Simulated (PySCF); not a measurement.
**Deuteron quadrupole couplings in SiHMe2Et**

Species: SiHMe2Et, C₄H₁₂Si.
Geometry (PBE0-D3(BJ)/def2-SVP, Å), atoms numbered from 1 in this order:
```
atom  x, y, z in Å
Si1    0.0621    0.6328    0.3300
H2     0.0017    0.8522    1.8154
C3     1.8577    0.3471   -0.1626
H4     2.3008   -0.4963    0.3889
H5     2.4683    1.2406    0.0419
H6     1.9340    0.1262   -1.2397
C7    -0.6179    2.1567   -0.5403
H8    -1.6727    2.3281   -0.2745
H9    -0.5590    2.0436   -1.6348
H10   -0.0500    3.0588   -0.2639
C11   -0.9907   -0.8783   -0.0939
C12   -0.5245   -2.1847    0.5419
H13   -1.0138   -0.9729   -1.1948
H14   -2.0301   -0.6559    0.2064
H15   -1.1657   -3.0342    0.2570
H16    0.5041   -2.4405    0.2409
H17   -0.5329   -2.1237    1.6422
```

Level: PBE0/pcSseg-1 (PySCF, non-relativistic); Q(2H) = 0.00286 b; rigid geometry, the same for H and D, with no vibrational averaging.

Question: Rank these positions by the coupling χzz of a deuteron there, largest first.
A. H2 (hydrogen on silicon)
B. H9 (hydrogen on carbon)
C. H17 (hydrogen on carbon)

Answer: B (200 kHz), C (195 kHz), A (92 kHz).

Question: Give the electric field gradient Vzz (the principal value of largest size), its asymmetry and the 2H coupling at each hydrogen.

Answer: 
```tsv
atom	bonded to	bond length (Å)	Vzz (au)	η	χzz (kHz)
H2	Si1	1.503	0.1369	0.00	92
H4	C3	1.101	0.2997	0.02	201
H5	C3	1.101	0.2990	0.02	201
H6	C3	1.102	0.2975	0.02	200
H8	C7	1.101	0.2989	0.02	201
H9	C7	1.102	0.2978	0.02	200
H10	C7	1.101	0.2990	0.02	201
H13	C11	1.105	0.2890	0.04	194
H14	C11	1.105	0.2899	0.04	195
H15	C12	1.102	0.2915	0.02	196
H16	C12	1.102	0.2903	0.03	195
H17	C12	1.102	0.2895	0.02	195
```

Question: Average by the element that carries the hydrogen.

Answer: on Si: 92 kHz over 1 position, mean bond length 1.503 Å; on C: 198 kHz over 11 positions, mean bond length 1.102 Å.

Question: A static deuteron (I = 1) shows a doublet split by (3/2)χ, (3/4)χ(1 + η) and (3/4)χ(1 − η) with the field along z, y and x of the gradient. What are these for H9?

Answer: With |χ| = 200.1 kHz and η = 0.016: 300, 153 and 148 kHz, to first order and without motion.

Isolated species at its PBE0-D3(BJ)/def2-SVP geometry (one conformer only). With a basis this small, the couplings can be 20 % off.
